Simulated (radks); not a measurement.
Values are calculated unless marked as measured or tabulated.
The mean radii <r> (bohr) of the occupied orbitals of an atom or ion are listed with their occupations. Code: a radial shooting solver on a logarithmic mesh with Libxc functionals. Model: scalar-relativistic Kohn-Sham, revPBE, spin-polarised, spherical densities, finite nucleus; Fermi nuclear charge, rms radius of each element as measured or else 0.836 A^(1/3) + 0.57 fm.

orbital  occ.      <r>
1s down     1  0.01867
1s up       1  0.01867
2s up       1  0.07896
2s down     1  0.07896
2p up       3  0.07057
2p down     3  0.07057
3s up       1   0.2048
3s down     1   0.2048
3p up       3   0.2049
3p down     3   0.2049
3d up       5   0.1856
3d down     5   0.1856
4s up       1   0.4588
4s down     1   0.4588
4p up       3   0.4877
4p down     3   0.4877
4d up       5   0.5231
4d down     5   0.5230
5s up       1    1.099
5s down     1    1.093
5p up       3    1.281
5p down     3    1.273
4f up       7   0.6392
4f down     7   0.6352
5d up       2    1.834

Name the element and its charge. Open shells, if any, are filled with parallel spins first.

Answer. Z = 73, tantalum, charge +3: Ta3+ in [Xe] 4f14 5d2. The 1s radius gives Z: for a bare nucleus <r> = (2 gamma + 1)/(2Z) with gamma = sqrt(1 - (Z/c)^2), 0.01844 bohr for Z = 73, and screening makes it slightly larger (0.01867 here). The occupations add up to 70, and the charge is Z minus that.
